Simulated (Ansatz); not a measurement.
The input (input.yaml):

```yaml
crystal:
  periodic: [false, false, false]
  atoms:
    - { symbol: B, position_ang: [-0.080592, -0.44917, -0.448347] }
    - { symbol: F, position_ang: [-0.046322, -0.021177, 2.039881] }
    - { symbol: F, position_ang: [1.046917, 0.146838, -0.70679] }
    - { symbol: Cl, position_ang: [-1.576741, 0.229408, -1.058705] }
    - { symbol: H, position_ang: [-0.088443, -1.490393, 0.128576] }
    - { symbol: H, position_ang: [-0.063719, -0.920707, 1.909586] }
basis:
  gaussian: { orbitals: def2-SVP }
hamiltonian:
  xc: hf
relax:
  f_tol: 0.03
  max_steps: 50
output:
  orbitals: {}
```

Launched with:

```bash
$ ansatz run input.yaml --threads 1 --pin off --max-ram 2048MiB --backend cpu --events-out ev --progress --plain --runs-dir out
```

Hardware: 1 thread of Arm Neoverse V2, with other jobs on the host.

Question: Roughly how long does this run take, and how much memory?

Answer: 31 s, with a peak of 0.12 GiB, for 33 ionic steps.
